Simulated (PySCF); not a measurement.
# Correlation energy of Se (selenium, neutral)

[Ar] 3d10 4s2 4p4, high-spin 3P determinant. Calculation: PySCF 2.14, in aug-cc-pVTZ-PP with ECP10MDF (6s5p4d2f, 55 functions); a scalar-relativistic core potential. Frozen: 3s2 3p6 3d10; 6 electrons correlated.

```json
{"level": "CCSD", "correlation energy (mhartree)": "-120.53"}
{"level": "(T)", "correlation energy (mhartree)": "-3.89"}
{"level": "CCSD(T)", "correlation energy (mhartree)": "-124.42"}
```

Diagnostics: T1 = 0.0083, D1 = 0.0254, largest double amplitude 0.035.

Cost of the coupled-cluster step: of the order of 1.2 core-seconds, for 6 correlated electrons.

Iterations:

```
CC2 = 0
CCSD nocc = (np.int64(4), np.int64(2)), nmo = (46, 46)
frozen orbitals [[0, 1, 2, 3, 4, 5, 6, 7, 8], [0, 1, 2, 3, 4, 5, 6, 7, 8]]
max_cycle = 100
direct = 0
conv_tol = 1e-08
conv_tol_normt = 1e-06
diis_space = 8
diis_start_cycle = 0
Init t2, MP2 energy = -0.101805239746452
Init E_corr(UCCSD) = -0.101805239764065
cycle = 1  E_corr(UCCSD) = -0.116159407791363  dE = -0.014354168  norm(t1,t2) = 0.0414793
cycle = 2  E_corr(UCCSD) = -0.11920102195023  dE = -0.00304161416  norm(t1,t2) = 0.0135602
cycle = 3  E_corr(UCCSD) = -0.120580791578489  dE = -0.00137976963  norm(t1,t2) = 0.00557527
cycle = 4  E_corr(UCCSD) = -0.120534161199301  dE = 4.66303792e-05  norm(t1,t2) = 0.000893915
cycle = 5  E_corr(UCCSD) = -0.120532198112947  dE = 1.96308635e-06  norm(t1,t2) = 0.000262597
cycle = 6  E_corr(UCCSD) = -0.12053488834429  dE = -2.69023134e-06  norm(t1,t2) = 0.000107066
cycle = 7  E_corr(UCCSD) = -0.120534781912263  dE = 1.06432028e-07  norm(t1,t2) = 3.20684e-05
cycle = 8  E_corr(UCCSD) = -0.120534751901192  dE = 3.00110705e-08  norm(t1,t2) = 7.85157e-06
cycle = 9  E_corr(UCCSD) = -0.12053471723497  dE = 3.46662227e-08  norm(t1,t2) = 2.04677e-06
cycle = 10  E_corr(UCCSD) = -0.120534715872952  dE = 1.36201797e-09  norm(t1,t2) = 5.55384e-07
UCCSD converged
E(UCCSD) = -371.9832078753292  E_corr = -0.1205347158729516
UCCSD(T) correction = -0.00389077388546946
```
